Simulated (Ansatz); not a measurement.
`[F][Sb]([F])[Cl]` + H₂ → `[F][SbH][F]` + HCl at 400 K and 1 bar (hydrogenolysis of the Sb–Cl bond).

Program: Ansatz. Geometries: PBE0-D4/def2-TZVP. ΔE: electronic, gas phase. CBS: MP2 limit from def2 TZ/QZ plus the TZ coupled-cluster correction, frozen cores. This one scheme is used for every species. Elements past krypton have def2 core potentials. For Sb outer-core shells are correlated without core-valence functions, which leaves a few kJ/mol of doubt a bond.

```
           species  CCSD(T)/CBS energy (Eh)  H − E (kJ/mol)  S (J/(mol·K))
`[F][Sb]([F])[Cl]`               -899.48483            36.9          345.8
                H₂                 -1.17544            38.0          139.0
     `[F][SbH][F]`               -440.24478            47.2          307.7
               HCl               -460.38127            29.6          195.4
```

H − E and S are ideal-gas, rigid-rotor, harmonic terms from PBE0-D4/def2-TZVP. The MP2-based limit puts H₂ 0.8 mEh under its directly extrapolated value; such offsets cancel only in part. 1 Eh = 2625.50 kJ/mol, R = 8.31446 J/(mol·K).

Task: By hand: ΔE, ΔH, ΔS and ΔG.

Result: ΔE = (-440.24478) + (-460.38127) − (-899.48483) − (-1.17544) = 0.03422 Eh = 89.8 kJ/mol. Δ(H − E) = 47.2 + 29.6 − 36.9 − 38.0 = 1.9, so ΔH = 91.7 kJ/mol. ΔS = 307.7 + 195.4 − 345.8 − 139.0 = 18.3 J/(mol·K). ΔG = 91.7 − 400 × (18.3)/1000 = 84.4 kJ/mol.

Task: By hand: the equilibrium constant, and the temperature at which ΔG would vanish if ΔH and ΔS stayed fixed.

Result: log₁₀ K = −ΔG/(RT ln 10) = -11.0. ΔG = 0 at ΔH/ΔS = 5011 K, far beyond where these terms or the molecules hold.

ΔH outweighs TΔS. A doubt of 5 kJ/mol in ΔE shifts log₁₀ K by 0.7 here. These are equilibria of isolated gas molecules and say nothing of rates. Largest T1 diagnostic: 0.015 (customary marks: 0.02 for closed shells, 0.045 for open ones).
